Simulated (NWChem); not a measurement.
Species: C2F3 cation

```xyz
5

F     -0.1876    -1.9453     0.0000
C      0.4599    -0.8876     0.0000
C     -0.0565     0.4553     0.0000
F     -0.0407     1.1167     1.0843
F     -0.0407     1.1167    -1.0843
```
Atoms are numbered in this order, from 1.

Program: NWChem. All runs use the structure optimised with B3LYP/6-31G* (spherical d). Total energies compare along this basis series because the functional is fixed.

```csv
level,basis functions,energy (Ha),highest occupied level (eV),orbital gap (eV),relative time
B3LYP/def2-SVP,70,-374.9348,-15.59,3.90,1
B3LYP/def2-SVPD,109,-374.9543,-15.69,3.93,3
B3LYP/def2-TZVP,155,-375.3883,-15.59,4.00,10
B3LYP/def2-TZVPP,155,-375.3883,-15.59,4.00,10
B3LYP/def2-QZVP,285,-375.4085,-15.60,4.01,50
```

The last column is a rough cost ratio, cheapest run = 1.
